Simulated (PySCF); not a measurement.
Co²⁺ (cobalt, charge +2) across methods

[Ar] 3d6 4p1, one real determinant (an excited configuration). All numbers are calculated (PySCF 2.14, the non-relativistic Hamiltonian (point nucleus), in aug-cc-pwCVTZ).

```csv
method,E (hartree),mean ε 3d α (eV),mean ε 3d β (eV),mean ε 4p α (eV),Σ⟨r²⟩ (bohr²),⟨S²⟩
UHF,-1380.20734,-48.219,-42.163,-20.535,21.92,8.753
LDA,-1378.760,-36.941,-32.698,-18.233,21.52,8.751
r2SCAN,-1381.357,-37.306,-32.982,-18.286,21.52,8.751
PBE0,-1381.159,-39.757,-35.389,-18.862,21.60,8.751
M06-L,-1381.321,-37.138,-32.414,-17.901,21.54,8.753
M06,-1381.303,-39.793,-34.608,-18.632,21.61,8.753
BP86,-1381.553,-36.733,-32.996,-18.268,21.54,8.751
PBE,-1381.113,-36.675,-32.760,-18.154,21.59,8.751
```

⟨L²⟩ = 8.01 against 12 for a pure F term, so this real determinant mixes terms.
